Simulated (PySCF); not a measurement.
**Zn³⁺: fine-structure interval**

Zn³⁺ [Ar] 3d9 [3d3/2^4 3d5/2^5, M_J = 5/2] → Zn³⁺ [Ar] 3d9 [3d3/2^3 3d5/2^6, M_J = 3/2], as a difference of total energies. Calculation: PySCF 2.14, in x2c-TZVPall-2c; the two-component X2C-1e Hamiltonian. Correlated levels: [Ne] frozen; the 4 highest virtual spinors dropped. "Screened" scales the spin-orbit matrix elements by Boettger's factors to mimic the two-electron term; Breit and QED terms are absent.

| method | fine-structure interval (cm⁻¹) |
| --- | --- |
| GHF (screened spin-orbit) | 2990.4 |
| GMP2 (screened spin-orbit) | 3052.0 |
| GHF (bare spin-orbit) | 4489.2 |
